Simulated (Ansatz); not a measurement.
Start from `FBB([SiH3])Br` and change one atom or group to get `FBB[SiH3]`.

Ansatz, PBE0-D4/def2-TZVP geometries, multiplicity 1. Each molecule was computed in one conformer, which needn't be the lowest.

Scalar relativity is left out up to krypton.

```csv
property,`FBB([SiH3])Br`
size of the dipole moment (ωB97M-V/def2-TZVPP) / D,0.69
HOMO–LUMO gap (PBE/def2-TZVPP) / eV,2.77
HOMO energy (ωB97M-V/def2-TZVPP) / eV,-9.65
size of the dipole moment (B3LYP/def2-TZVPP) / D,0.72
HOMO energy (PBE0/def2-TZVPP) / eV,-7.51
LUMO energy (PBE0/def2-TZVPP) / eV,-2.61
```

Q: What does the change do to each property? (An estimate is asked.)

A: Computed: 
```csv
property,`FBB[SiH3]`,shift
size of the dipole moment (ωB97M-V/def2-TZVPP) / D,0.89,0.20
HOMO–LUMO gap (PBE/def2-TZVPP) / eV,3.05,0.28
HOMO energy (ωB97M-V/def2-TZVPP) / eV,-10.19,-0.54
size of the dipole moment (B3LYP/def2-TZVPP) / D,0.93,0.21
HOMO energy (PBE0/def2-TZVPP) / eV,-8.00,-0.49
LUMO energy (PBE0/def2-TZVPP) / eV,-2.65,-0.04
```

Dipoles are sizes alone; their direction can turn.

B3LYP here is the variant with VWN-RPA as its local correlation; programs differ in this.

Spin–orbit coupling is left out; it splits and shifts lone-pair levels of the heavy atoms by tenths of an eV.
